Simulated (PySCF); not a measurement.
## Br¹⁸⁺: ionisation energy

Br¹⁸⁺ [Ne] 3s2 3p5 (2P) → Br¹⁹⁺ [Ne] 3s2 3p4 (3P), as a difference of total energies. Calculation: PySCF 2.14, in an even-tempered Gaussian basis (19 s from 1.5 bohr⁻², ratio 2.5; 12 p from 2 bohr⁻², ratio 2.5; 5 d from 11 bohr⁻², ratio 2.7; 4 f from 17 bohr⁻², ratio 2.7); the spin-free X2C one-electron Hamiltonian (Gaussian nucleus). Correlated levels: outer shells: 1s2 frozen; virtual orbitals above 40 to 60 times the deepest correlated orbital energy dropped. The calculations carry no spin-orbit coupling.

| method | ionisation energy (eV) |
| --- | --- |
| UHF | 762.58 |
| MP2 (outer shells) | 763.59 |
| SCS-MP2 (outer shells) | 763.52 |
| CCSD (outer shells) | 763.51 |
| CCSD(T) (outer shells) | 763.51 |

Question: How much does correlation contribute at CCSD(T) (outer shells)?

Answer: 763.51 − (762.58) = 0.93 eV, measured against UHF.

Spin-orbit coupling is strong in these open shells (close to jj coupling). The scalar numbers leave it out and a first-order estimate fails, so it can dominate the gap to the real levels.

Breit and QED terms and the two-electron picture change are absent.

For comparison: 761 ± 0.8 eV (semi-empirical (NIST evaluation); NIST Atomic Spectra Database, ionization energies).
